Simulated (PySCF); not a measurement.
A structure optimised at B3LYP-D3(BJ)/def2-SVP, used in a PySCF frequency run:

```xyz
10

O      2.8833    -0.8072     0.6089
C      2.4533     0.0637    -0.1025
N      1.1362     0.5450    -0.0637
C      0.1331    -0.2309    -0.2074
Si    -1.5861     0.5391    -0.0183
F     -2.6856    -0.6565    -0.1384
H      3.0845     0.6321    -0.8263
H      0.2758    -1.3081    -0.4380
H     -1.8190     1.5093    -1.1174
H     -1.7030     1.1730     1.3176
```
Charge 0, spin multiplicity 1.

**Question.** Write its SMILES and formula.

**Answer.** O=C/N=C/[SiH2]F, C₂H₄FNOSi

**Question.** What are its rotational constants (standard atomic weights)?

**Answer.** 11.159, 1.1030, 1.0371 GHz
